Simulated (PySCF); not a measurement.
Molecule: tetrahydropyran-4-one (SMILES C1CC(=O)CCO1).

Cartesian coordinates in Å; atom numbers follow the order of the lines, from 1:
```xyz
15

O     1.1571   -1.9974    0.9845
C     0.7227   -1.1212    0.2780
C     1.4375    0.1911    0.0451
C     0.4678    1.3641    0.2136
O    -0.6731    1.2072   -0.5828
C    -1.4131    0.0713   -0.2323
C    -0.6055   -1.2128   -0.4397
H     1.8126    0.1932   -0.9930
H     2.2960    0.2636    0.7277
H     0.9439    2.3089   -0.0853
H     0.1824    1.4569    1.2818
H    -1.7390    0.1356    0.8264
H    -2.3173    0.0680   -0.8577
H    -1.1473   -2.1027   -0.0895
H    -0.4007   -1.3276   -1.5182
```

Geometry PBE0-D3(BJ)/def2-SVP throughout; GIAO in PySCF 2.14, gas phase, one conformer, non-relativistic; equivalent atoms averaged; basis pcSseg-1.

(1) How do the absolute shieldings σ depend on the functional? (ppm; last column core-seconds on shared hosts with different chips, so compare them loosely; the GGAs took longer than the global hybrids here, which isn't the general rule, and the cause wasn't traced)

(2) Which nucleus moves most, in ppm?

Answers

(1) 
```tsv
functional	kind	O1	O5	C2	C4/C6	C3/C7	H10/H11/H12/H13	H8/H9/H14/H15	core-s
HF	Hartree–Fock	-335.3	319.7	-17.7	130.2	150.3	28.24	29.60	8.1
LDA	LDA	-359.4	268.0	-32.7	105.1	131.6	26.77	28.59	22
KT2	GGA	-293.5	263.0	-9.3	110.9	137.4	27.23	29.01	29
B97-D	GGA	-309.4	264.7	-21.0	106.8	133.0	27.49	29.22	29
PBE0	global hybrid	-346.4	283.4	-23.5	114.6	138.9	27.49	29.11	16
B97-2	global hybrid	-326.8	281.0	-20.2	114.3	138.9	27.61	29.22	18
BHandHLYP	global hybrid	-350.3	294.0	-26.5	116.6	139.5	27.80	29.32	17
CAM-B3LYP	range-separated hybrid	-352.3	287.5	-29.9	112.3	136.1	27.58	29.20	21
```

(2) O1 (ketone oxygen): from -359.4 ppm with LDA to -293.5 ppm with KT2. The smallest spread is 1.01 ppm, at H8/H9/H14/H15. Proton shifts span only some 12 ppm, so a few tenths of a ppm matter as much there as several ppm in carbon.
